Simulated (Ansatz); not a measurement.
Input for Ansatz (a quantum-chemistry and plane-wave program): R-r2SCAN/def2-TZVPP on H3NOPb (SMILES [NH2][Pb][OH]), a point of a torsion scan. Elements past Kr take the def2 small-core potentials; no spin–orbit coupling.

Ansatz 0.2 input:
```yaml
crystal:
  periodic: [false, false, false]
  atoms:
    - {symbol: N, position_ang: [-1.22284466, -0.02378538, 0.19370543]}
    - {symbol: Pb, position_ang: [0.36761323, -1.22458990, 0.92249260]}
    - {symbol: O, position_ang: [1.85876682, -0.10631698, -0.21590115]}
    - {symbol: H, position_ang: [-2.21725738, -0.09875821, 0.33655216]}
    - {symbol: H, position_ang: [-1.06492873, 0.73638331, -0.44618146]}
    - {symbol: H, position_ang: [2.74228165, -0.04170384, 0.13639009]}
basis:
  gaussian:
    orbitals: def2-TZVPP
hamiltonian:
  xc: {name: r2SCAN}
scf: {lower_state_search: off}
```

Problem. Give the final energy of this run.

Solution. -324.7664 hartree.
